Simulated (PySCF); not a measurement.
Geometry:
| atom | x (Å) | y (Å) | z (Å) |
| --- | --- | --- | --- |
| Si1 | 2.816 | -0.411 | -0.160 |
| O2 | 1.843 | 0.679 | -0.893 |
| C3 | 0.559 | 0.997 | -0.934 |
| C4 | -0.473 | 0.434 | -0.278 |
| C5 | -1.853 | 0.880 | -0.414 |
| C6 | -2.625 | 0.106 | 0.374 |
| C7 | -1.783 | -0.861 | 1.045 |
| C8 | -0.503 | -0.674 | 0.662 |
| H9 | 2.436 | -1.770 | -0.542 |
| H10 | 4.083 | 0.012 | -0.738 |
| H11 | 2.765 | -0.248 | 1.292 |
| H12 | 0.368 | 1.833 | -1.604 |
| H13 | -2.161 | 1.692 | -1.045 |
| H14 | -3.690 | 0.171 | 0.504 |
| H15 | -2.145 | -1.601 | 1.736 |
| H16 | 0.356 | -1.231 | 0.983 |

PySCF 2.14.0 with density-fitted response routines calculation with geometry from GFN2-xTB and shieldings: GIAO PBE0/pcSseg-1; relativity neglected, gas phase, a single conformation, rapidly exchanging positions averaged.

Referencing at the same level of theory: ¹³C (186.93 ppm) against TMS.

Q: Do the ¹³C shifts follow the atomic charges (in e)? Tabulate both.

A: 
| atoms | hybridisation | δ (ppm) | σ para (ppm) | Hirshfeld | IAO | Mulliken | ESP-fitted |
| --- | --- | --- | --- | --- | --- | --- | --- |
| C3 | sp2 | 158.5 | -218 | +0.08 | +0.12 | +0.42 | +0.08 |
| C7 | sp2 | 137.4 | -204 | -0.06 | -0.16 | -0.08 | -0.21 |
| C4 | sp2 | 134.7 | -209 | -0.04 | -0.07 | -0.34 | +0.15 |
| C6 | sp2 | 133.7 | -202 | -0.07 | -0.18 | -0.09 | -0.01 |
| C5 | sp2 | 130.0 | -192 | -0.08 | -0.19 | -0.05 | -0.48 |
| C8 | sp2 | 118.6 | -184 | -0.09 | -0.21 | -0.08 | -0.26 |

Correlation coefficients of δ with charge over these carbons: Hirshfeld +0.93, IAO +0.91, Mulliken +0.71, ESP-fitted +0.53; with the paramagnetic shielding -0.92. With so few points these coefficients are fragile. Charge is one influence among several: hybridisation and low-lying excitations act through the paramagnetic term.

Shifts are as computed. Against solution values, carbons near 30 ppm lie about +3 ppm off and those near 130 ppm about +5 ppm. Of 1211 compounds with measured shifts, 218 miss one by over three times the rms of a fit or turn the order of signals round; such compounds aren't used in these exercises.
